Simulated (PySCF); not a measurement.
Radial density of Tl (thallium, neutral)

UHF, [Xe] 4f14 5d10 6s2 6d1, 2D determinant (an excited configuration). Computed with PySCF 2.14 in x2c-TZVPPall with one added diffuse shell each of s, p, d, f type (12s8p7d4f, 99 functions), with the spin-free X2C one-electron Hamiltonian (Gaussian nucleus).

```json
{"r (bohr)": "0.0130", "4πr²ρ (e/bohr)": "112.4", "4πr²(ρα − ρβ)": "0.0000"}
{"r (bohr)": "0.0218", "4πr²ρ (e/bohr)": "99.45", "4πr²(ρα − ρβ)": "0.0000"}
{"r (bohr)": "0.0366", "4πr²ρ (e/bohr)": "135.3", "4πr²(ρα − ρβ)": "0.0000"}
{"r (bohr)": "0.0616", "4πr²ρ (e/bohr)": "143.6", "4πr²(ρα − ρβ)": "0.0003"}
{"r (bohr)": "0.104", "4πr²ρ (e/bohr)": "124.0", "4πr²(ρα − ρβ)": "0.0006"}
{"r (bohr)": "0.174", "4πr²ρ (e/bohr)": "124.6", "4πr²(ρα − ρβ)": "0.0000"}
{"r (bohr)": "0.293", "4πr²ρ (e/bohr)": "84.92", "4πr²(ρα − ρβ)": "0.0008"}
{"r (bohr)": "0.493", "4πr²ρ (e/bohr)": "65.84", "4πr²(ρα − ρβ)": "0.0000"}
{"r (bohr)": "0.830", "4πr²ρ (e/bohr)": "24.76", "4πr²(ρα − ρβ)": "0.0034"}
{"r (bohr)": "1.40", "4πr²ρ (e/bohr)": "11.52", "4πr²(ρα − ρβ)": "0.0004"}
{"r (bohr)": "2.35", "4πr²ρ (e/bohr)": "2.296", "4πr²(ρα − ρβ)": "0.0002"}
{"r (bohr)": "3.95", "4πr²ρ (e/bohr)": "0.2671", "4πr²(ρα − ρβ)": "0.0471"}
{"r (bohr)": "6.64", "4πr²ρ (e/bohr)": "0.1673", "4πr²(ρα − ρβ)": "0.1647"}
{"r (bohr)": "11.2", "4πr²ρ (e/bohr)": "0.05385", "4πr²(ρα − ρβ)": "0.0538"}
```

Densities and radii are taken from the X2C orbitals without a picture-change correction, which distorts them close to the nucleus.

Spin-orbit coupling, absent here, splits the open shell strongly. The outer electron is Rydberg-like, and this basis confines it to a smaller radius and binds it less than a complete one would.
